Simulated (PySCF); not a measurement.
tetrasilane (H10Si4), singlet, geometry from GFN2-xTB.

Here is a job for PySCF.
```python
from pyscf import gto, scf, dft

mol = gto.M(
    atom='''
Si    2.125832   -0.979920    0.952138
Si    1.089819    0.983751    0.304269
Si   -0.750450    0.703644   -1.090761
Si   -2.444427   -0.604187   -0.213788
H     3.284636   -0.803592    1.829553
H     1.193102   -1.852029    1.671989
H     2.600018   -1.744884   -0.204505
H     2.078802    1.892367   -0.299304
H     0.657360    1.723128    1.503663
H    -0.288131    0.112737   -2.359357
H    -1.295249    2.003580   -1.516592
H    -2.960346   -0.046722    1.039570
H    -3.603095   -0.779838   -1.091518
H    -1.957921   -1.950769    0.100489
''',
    basis='cc-pv(d+d)z',
    charge=0,
    spin=0,
    verbose=4,
)

mf = dft.RKS(mol)
mf.xc = 'lda,vwn'
mf = mf.density_fit(auxbasis='def2-universal-jkfit')
mf.kernel()
```

Task: What is the computed nuclear repulsion energy (DF-SVWN5/cc-pV(D+d)Z (PySCF))?

Result: 323.7117 Eh

Task: Estimate the total energy that DF-SVWN5/cc-pV(D+d)Z returns for this input.

Result: -1159.2285 Eh

Task: Predict the number of basis functions from DF-SVWN5/cc-pV(D+d)Z.

Result: 142

Task: Give the dipole moment at the level DF-SVWN5/cc-pV(D+d)Z.

Result: 0.16 D

Task: Give the Mulliken (on the basis functions themselves) charges in atom order at the level DF-SVWN5/cc-pV(D+d)Z.

Result: Si1 0.00, Si2 -0.04, Si3 -0.04, Si4 0.00, H5 0.01, H6 0.00, H7 0.00, H8 0.02, H9 0.01, H10 0.01, H11 0.02, H12 0.00, H13 0.01, H14 0.00

Task: What is the computed HOMO energy (DF-SVWN5/cc-pV(D+d)Z)?

Result: -7.17 eV
